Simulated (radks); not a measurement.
The numbers below are computed, except where a source is named.
Pt V, configuration [Xe] 4f14 5d6 (the NIST ground configuration).

Code: a radial shooting solver on a logarithmic mesh with Libxc functionals. Model: scalar-relativistic Kohn-Sham, HCTH/407, spin-polarised, spherical densities, finite nucleus; open shells are filled with parallel spins first (spin-orbit coupling, left out, can overturn this in heavy ions); Fermi nuclear charge, rms radius 5.427 fm.

Energy parts (Ry):
part                       energy
total                 -36832.8812
kinetic                41051.4189
electron-nucleus      -91223.4335
Hartree                14066.2704
exchange-correlation    -727.1371

Orbitals (lengths in bohr, moments of r in powers of bohr; <r^-3> diverges for s and p1/2):
orbital	occ.	eigenvalue (Ry)	<r^-3>	<r^4>	<r^2>
1s down	1	-5764.407	-	4.526e-07	0.0004065
1s up	1	-5764.407	-	4.526e-07	0.0004065
2s up	1	-1016.751	-	0.00006661	0.006204
2s down	1	-1016.725	-	0.00006661	0.006204
2p up	3	-882.3622	24230	0.00005360	0.005200
2p down	3	-882.3407	24240	0.00005360	0.005200
3s up	1	-241.9135	-	0.002414	0.04004
3s down	1	-241.9016	-	0.002414	0.04004
3p up	3	-202.7413	5520	0.002637	0.04103
3p down	3	-202.7284	5520	0.002637	0.04103
3d up	5	-160.1885	691.8	0.002025	0.03396
3d down	5	-160.1686	691.8	0.002024	0.03396
4s up	1	-55.04057	-	0.05453	0.1943
4s down	1	-55.01719	-	0.05452	0.1943
4p up	3	-42.17394	1322	0.07275	0.2216
4p down	3	-42.15252	1321	0.07267	0.2215
4d up	5	-26.52447	144.3	0.1016	0.2526
4d down	5	-26.49928	144.3	0.1011	0.2523
5s up	1	-11.36500	-	1.456	1.005
5s down	1	-11.16803	-	1.417	0.9909
4f up	7	-9.10148	27.37	0.2151	0.3215
4f down	7	-9.06105	27.50	0.2075	0.3175
5p up	3	-7.96244	223.1	2.581	1.321
5p down	3	-7.71319	229.5	2.545	1.306
5d up	5	-4.03438	15.76	8.204	2.271
5d down	1	-3.76229	15.50	9.677	2.416
6s up	0	-3.24003	-	39.45	5.267
6s down	0	-3.19678	-	44.85	5.721
6p down	0	-2.48071	33.77	76.96	7.536
6p up	0	-2.42912	38.91	82.17	7.594

The highest occupied level is 5d down at -51.189 eV. The spin density at the nucleus is -32.09 e/bohr^3 (1s -0.43, 2s -2.89, 3s -0.21, 4s 3.73, 5s -32.29). The density falls to 0.001 e/bohr^3 at r = 3.11 bohr. For comparison, the ionisation energy in NIST's Atomic Spectra Database is 56 eV (theoretical). In exact Kohn-Sham theory the highest level is minus the ionisation energy, but local and semilocal functionals leave it too shallow, through self-interaction and a potential that decays too fast; potentials with the right tail come closer.
